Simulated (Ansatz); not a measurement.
As$_{4}$ (`[As]12[As]3[As]1[As]23`). Charge 0, multiplicity 1.

(1) List the harmonic frequencies (cm⁻¹, unscaled) at PBE0-D4/def2-TZVP in Ansatz. (An estimate is asked.)

(2) Is this a minimum?

(3) Give the ideal-gas thermochemistry at 298.15 K and 1 bar (rigid rotor, harmonic oscillator; point group Td, symmetry number 12).

(4) And at 400, 500, 600, 800 and 1000 K?

## Answers

(1) Ansatz gave: 218, 218, 277, 277, 277, 371.

(2) Yes, all 6 modes are real.

(3) Zero-point energy 9.8 kJ/mol; H(298) − E = 26.9 kJ/mol; entropy 324.3 J/(mol·K), of which translation 180.0, rotation 103.8, vibration 40.5; G(298) − E = -69.8 kJ/mol.

(4) 
```tsv
T (K)	H − E (kJ/mol)	S (J/mol/K)	G − E (kJ/mol)
400	34.9	347.2	-104.0
500	42.9	365.0	-139.6
600	51.0	379.8	-176.9
800	67.3	403.3	-255.3
1000	83.8	421.7	-337.9
```
